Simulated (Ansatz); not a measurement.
C3H8AlF2N, SMILES `CC(C)[NH][Al]([F])[F]`, relaxed with RKS PBE0-D4/def2-TZVP in Ansatz from a GFN2-xTB geometry. The force threshold is 0.005 eV/Å; the program also tests the step.

Total charge 0; spin multiplicity 1.

Start:

```xyz
15

C     0.937    1.141    1.004
C    -0.333    0.401    0.584
C    -0.816    0.882   -0.775
N    -0.097   -1.031    0.502
Al    0.038   -2.093   -0.908
F     0.504   -3.646   -0.617
F    -0.259   -1.742   -2.489
H     0.751    2.210    1.063
H     1.280    0.794    1.976
H     1.724    0.960    0.273
H    -1.116    0.589    1.335
H    -1.069    1.939   -0.753
H    -1.692    0.308   -1.074
H    -0.031    0.714   -1.512
H     0.180   -1.428    1.390
```

| step | energy (eV) | largest force (eV/Å) | largest move (Å) |
| --- | --- | --- | --- |
| 1 | -16758.3125 | 0.460 | 0.000 |
| 2 | -16758.3419 | 0.307 | 0.080 |
| 3 | -16758.3509 | 0.138 | 0.032 |
| 4 | -16758.3535 | 0.107 | 0.023 |
| 5 (rejected) | -16758.3521 | 0.275 | 0.049 |
| 6 | -16758.3544 | 0.033 | 0.024 |
| 7 | -16758.3549 | 0.017 | 0.037 |
| 8 | -16758.3552 | 0.021 | 0.049 |
| 9 | -16758.3554 | 0.056 | 0.060 |
| 10 | -16758.3555 | 0.052 | 0.016 |
| 11 | -16758.3556 | 0.039 | 0.025 |
| 12 (rejected) | -16758.3556 | 0.031 | 0.027 |
| 13 | -16758.3557 | 0.016 | 0.013 |
| 14 | -16758.3557 | 0.004 | 0.011 |
| 15 | -16758.3557 | 0.004 | 0.006 |

End:

```xyz
15

C     0.897    1.166    1.047
C    -0.296    0.377    0.531
C    -0.766    0.912   -0.807
N     0.023   -1.040    0.436
Al   -0.015   -2.193   -0.881
F     0.476   -3.730   -0.569
F    -0.514   -1.856   -2.407
H     0.642    2.220    1.182
H     1.237    0.779    2.012
H     1.731    1.098    0.343
H    -1.120    0.505    1.248
H    -1.032    1.967   -0.723
H    -1.643    0.371   -1.171
H     0.022    0.823   -1.561
H     0.359   -1.400    1.319
```

Hardware: 2 threads of an AMD EPYC 7R13 on a shared host and a share of an NVIDIA H100 80 GB. Wall time 27 s, peak host memory 0.95 GiB.
